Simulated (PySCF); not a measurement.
**`C=C(F)[SiH2]C(=O)OC`, C$_{4}$H$_{7}$FO$_{2}$Si**

Molfile (atoms numbered from 1):
```
C4H7FO2Si
     RDKit          3D

 15 14  0  0  0  0  0  0  0  0999 V2000
   -3.1356   -0.3064    0.5078 C   0  0  0  0  0  0  0  0  0  0  0  0
   -1.9965   -0.3943   -0.1588 C   0  0  0  0  0  0  0  0  0  0  0  0
   -1.6066   -1.6235   -0.5958 F   0  0  0  0  0  0  0  0  0  0  0  0
   -0.7645    0.9776   -0.6126 Si  0  0  0  0  0  4  0  0  0  0  0  0
    0.8828    0.5177    0.2640 C   0  0  0  0  0  0  0  0  0  0  0  0
    1.1458    0.7007    1.4263 O   0  0  0  0  0  0  0  0  0  0  0  0
    1.7120   -0.0713   -0.5995 O   0  0  0  0  0  0  0  0  0  0  0  0
    2.9623   -0.5284   -0.0930 C   0  0  0  0  0  0  0  0  0  0  0  0
   -3.4789    0.6450    0.8664 H   0  0  0  0  0  0  0  0  0  0  0  0
   -3.7461   -1.1712    0.7105 H   0  0  0  0  0  0  0  0  0  0  0  0
   -0.5204    0.9560   -2.0523 H   0  0  0  0  0  0  0  0  0  0  0  0
   -1.2758    2.2360   -0.0769 H   0  0  0  0  0  0  0  0  0  0  0  0
    3.4330   -1.0906   -0.8953 H   0  0  0  0  0  0  0  0  0  0  0  0
    2.8019   -1.1620    0.7815 H   0  0  0  0  0  0  0  0  0  0  0  0
    3.5821    0.3228    0.1965 H   0  0  0  0  0  0  0  0  0  0  0  0
  1  2  2  0
  2  3  1  0
  2  4  1  0
  4  5  1  0
  5  6  2  0
  5  7  1  0
  7  8  1  0
  1  9  1  0
  1 10  1  0
  4 11  1  0
  4 12  1  0
  8 13  1  0
  8 14  1  0
  8 15  1  0
M  END
```

Level of theory: GIAO B3LYP/pcSseg-1 magnetisability, rotational g tensor and spin-rotation constants, non-relativistic, gas phase (PySCF). Geometry: GFN2-xTB.

Task: Give the nuclear spin-rotation constants along the inertial axes (H = +C I·J) beside the isotropic shieldings.

Result: Rotational constants 3.0525, 0.9420, 0.8673 GHz. A star marks the isotopologue with that one atom substituted, in its own axes.
| atom | isotope | Caa (kHz) | Cbb (kHz) | Ccc (kHz) | mean (kHz) | σ (ppm) |
| --- | --- | --- | --- | --- | --- | --- |
| F3 | 19F | 4.747 | 1.206 | 0.731 | 2.228 | 257.8 |
| H9 | 1H | -0.298 | 0.075 | -0.104 | -0.109 | 26.6 |
| H10 | 1H | -0.085 | -0.024 | -0.065 | -0.058 | 26.1 |
| H11 | 1H | -0.279 | -0.077 | 0.029 | -0.109 | 27.2 |
| H12 | 1H | -0.262 | 0.038 | -0.090 | -0.105 | 27.6 |
| H13 | 1H | -0.271 | -0.004 | -0.058 | -0.111 | 28.0 |
| H14 | 1H | -0.286 | -0.090 | 0.034 | -0.114 | 27.6 |
| H15 | 1H | -0.097 | -0.016 | -0.095 | -0.069 | 28.0 |
| C1 | 13C* | 0.736 | 0.438 | 0.164 | 0.446 | 64.6 |
| C2 | 13C* | 1.033 | 0.511 | 0.264 | 0.603 | 1.2 |
| Si4 | 29Si* | -1.808 | -0.522 | -0.490 | -0.940 | 401.1 |
| C5 | 13C* | 1.430 | 0.377 | 0.300 | 0.702 | -5.0 |
| O6 | 17O* | -1.380 | -0.406 | -0.468 | -0.751 | -182.2 |
| O7 | 17O* | -0.850 | -0.147 | -0.254 | -0.417 | 100.4 |
| C8 | 13C* | 0.514 | 0.203 | 0.188 | 0.302 | 128.3 |

For the geometry as given, no vibrational averaging.

Task: How do the rotational constants and the g tensor change when H9, H10, H11, H12, H13, H14, H15 are replaced by deuterium?

Result: Constants 2.7295, 0.8364, 0.7744 GHz; g -0.0412, -0.0107, -0.0093, against -0.0453, -0.0124, -0.0103 before.
